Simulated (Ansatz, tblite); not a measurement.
Removing and adding an electron: (OH)3Hf-NH-SiH3 (HfSiNO3H7). Total charge 0; singlet. Geometry: PBE0-D4/def2-SVP. Ansatz, gas phase; energy differences of separate SCF runs; the oxidised species was run as a doublet alone; the reduced species was run as a doublet alone.

```xyz
13

Hf   -0.1723   -0.7010   -0.8773
O    -0.3346    0.7453   -2.1441
O    -1.5235   -2.0588   -1.1192
O     1.6051   -1.4471   -0.9693
N    -0.4971    0.0478    1.0203
Si    0.2960    1.3963    1.7666
H    -0.2972    1.4689   -2.7638
H    -2.0851   -2.7400   -1.4817
H     2.5035   -1.7660   -0.9652
H    -1.1892   -0.4136    1.6107
H    -0.6307    2.5268    2.1063
H     1.3068    1.9051    0.7853
H     1.0182    1.0362    3.0315
```

In the def2 sets Hf takes a core potential; there is no spin–orbit coupling. The xTB rows come from tblite. Correlated methods freeze 9 core orbitals; core or outer-core shells of Hf are correlated, in sets that lack core-valence functions. The rows differ in basis, and correlated rows in double-zeta sets carry the largest basis error.

Problem. Estimate orbital energies and vertical ionisation energies and electron affinities at: GFN1-xTB; GFN2-xTB; HF/def2-SVP; PBE-D4/def2-TZVP; PBE-D4/def2-TZVPD; r2SCAN-D4/def2-TZVP; r2SCAN-D4/def2-TZVPD; PBE0-D4/def2-TZVP; PBE0-D4/def2-TZVPD; MP2/def2-SVP; CCSD/def2-SVP; CCSD(T)/def2-SVP.

Solution. 
```csv
level,−HOMO (eV),vertical IE (eV),−LUMO (eV),vertical EA (eV),HOMO–LUMO gap (eV),IE − EA (eV),remarks
GFN1-xTB,10.74,13.86,7.60,4.38,3.15,9.48,–
GFN2-xTB,9.80,12.95,6.13,3.80,3.67,9.15,–
HF/def2-SVP,–,8.02,–,–,–,–,–
PBE-D4/def2-TZVP,5.77,8.66,0.83,–,4.94,–,–
PBE-D4/def2-TZVPD,5.88,–,1.08,-0.31,4.79,–,HOMO above zero (-1 doublet)
r2SCAN-D4/def2-TZVP,6.07,8.78,0.33,–,5.74,–,–
r2SCAN-D4/def2-TZVPD,6.14,–,0.55,-0.52,5.60,–,HOMO above zero (-1 doublet)
PBE0-D4/def2-TZVP,7.12,8.98,0.10,–,7.02,–,–
PBE0-D4/def2-TZVPD,7.20,–,0.41,-0.50,6.78,–,HOMO above zero (-1 doublet)
MP2/def2-SVP,–,9.13,–,–,–,–,–
CCSD/def2-SVP,–,8.87,–,–,–,–,–
CCSD(T)/def2-SVP,–,8.87,–,–,–,–,–
```

   A HOMO above zero means that the electron is unbound at that level or that self-interaction error raises the level; the energy of removing that electron tells which. Raw xTB energy differences between charge states are shifted by several eV; the methods need an empirical correction for them. A negative affinity means that the extra electron isn't bound; its size then hangs on the basis.
